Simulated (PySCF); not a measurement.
## Radial density of Ar⁺ (argon, charge +1)

B3LYP, [Ne] 3s2 3p4 3d1, one real determinant (an excited configuration). Computed with PySCF 2.14 in aug-cc-pCVTZ-DK (8s7p5d3f, 75 functions), with scalar relativity by spin-free X2C-1e.

| r (bohr) | 4πr²ρ (e/bohr) | 4πr²(ρα − ρβ) |
| --- | --- | --- |
| 0.00174 | 0.1692 | 0.0000 |
| 0.00292 | 0.4356 | 0.0000 |
| 0.00491 | 1.098 | 0.0000 |
| 0.00826 | 2.655 | 0.0000 |
| 0.0139 | 5.955 | 0.0001 |
| 0.0234 | 11.74 | 0.0013 |
| 0.0393 | 18.57 | 0.0088 |
| 0.0661 | 20.67 | 0.0439 |
| 0.111 | 15.68 | 0.1613 |
| 0.187 | 16.44 | 0.3495 |
| 0.315 | 20.82 | 0.2636 |
| 0.529 | 9.715 | 0.0789 |
| 0.890 | 4.500 | 1.2634 |
| 1.50 | 4.483 | 1.7775 |
| 2.52 | 1.060 | 0.5970 |
| 4.24 | 0.07607 | 0.0642 |
| 7.13 | 2.491e-05 | 0.0000 |

Densities and radii are taken from the X2C orbitals without a picture-change correction, which distorts them close to the nucleus.

⟨L²⟩ = 8.02 against 12 for a pure F term, so this real determinant mixes terms. The outer electron is Rydberg-like, and this basis confines it to a smaller radius and binds it less than a complete one would.
